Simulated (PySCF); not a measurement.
Fill in the blanks.

Compound: C7H7N.
Geometry (GFN2-xTB, Å), atoms numbered from 1 in this order:
```
atom  x, y, z in Å
C1     2.6189    0.9725    1.5511
C2     1.8479    0.7709    0.5327
C3     1.0837    0.5780   -0.5067
N4    -0.1764   -0.0093   -0.4737
C5    -0.8197   -0.4773    0.6345
C6    -2.0319   -0.9770    0.2531
C7    -2.1315   -0.8076   -1.1453
C8    -0.9760   -0.2099   -1.5603
H9     3.3427    0.2388    1.8729
H10    2.5797    1.8864    2.1247
H11    1.4105    0.8811   -1.4942
H12   -0.3619   -0.4149    1.6019
H13   -2.7689   -1.4175    0.8952
H14   -2.9588   -1.0920   -1.7649
H15   -0.6627    0.0858   -2.5429
```

```json
{"property": "point group of the GFN2-xTB geometry", "level": "GFN2-xTB", "value": "?"}
{"property": "rotational constants A, B, C of the GFN2-xTB geometry", "level": "GFN2-xTB", "value": "?"}
{"property": "dipole moment", "level": "CAM-B3LYP/def2-SVPD", "value": "1.43 D"}
{"property": "HOMO energy", "level": "CAM-B3LYP/def2-SVPD", "value": "-7.53 eV"}
{"property": "LUMO energy", "level": "CAM-B3LYP/def2-SVPD", "value": "?"}
{"property": "lowest singlet excitation", "level": "TDDFT CAM-B3LYP/def2-SVPD", "value": "?"}
{"property": "strongest line among the 8 lowest singlet transitions", "level": "TDDFT CAM-B3LYP/def2-SVPD", "value": "S3 at 5.75 eV (215 nm, f = 0.420)"}
{"property": "lowest triplet excitation (Tamm–Dancoff)", "level": "TDA CAM-B3LYP/def2-SVPD", "value": "3.95 eV"}
{"property": "static isotropic polarisability", "level": "CAM-B3LYP/def2-SVPD", "value": "?"}
{"property": "electronic spatial extent ⟨r²⟩ about the centre of nuclear charge", "level": "CAM-B3LYP/def2-SVPD", "value": "1049 bohr²"}
```

Gas-phase values; electronic properties from PySCF, density fitting. One conformer (not necessarily the lowest) at the GFN2-xTB geometry, without solvent, vibrations or thermal averaging.

Problem. Give the point group of the GFN2-xTB geometry.

Solution. Cs.

Problem. Give the rotational constants A, B, C of the GFN2-xTB geometry.

Solution. 6.887, 1.293, 1.097 GHz.

Problem. What is the lowest singlet excitation?

Solution. 4.85 eV (255 nm, f = 0.000).

Problem. Give the LUMO energy.

Solution. 0.81 eV.

Problem. What is the static isotropic polarisability?

Solution. 93.1 au.

The vertical singlet–triplet gap S1 − T1 is 0.90 eV (TDDFT singlet less Tamm–Dancoff triplet). The dipole matches unit charges of opposite sign 0.30 Å apart (1 e·Å = 4.8032 D). The 8 singlets span 4.85 to 6.96 eV, and their oscillator strengths add up to 0.60. The largest Löwdin shares of the HOMO are 0.23 on C5, 0.23 on C8, 0.21 on C7 and 0.11 on N4. With B = h/(8π²I), that is 505.379 GHz u Å² over I, the principal moments of inertia are 73.4, 390.9 and 460.9 u Å² (most abundant isotopes); the inertial defect Ic − Ia − Ib is -3.4 u Å² (zero for a rigid planar frame, negative otherwise).
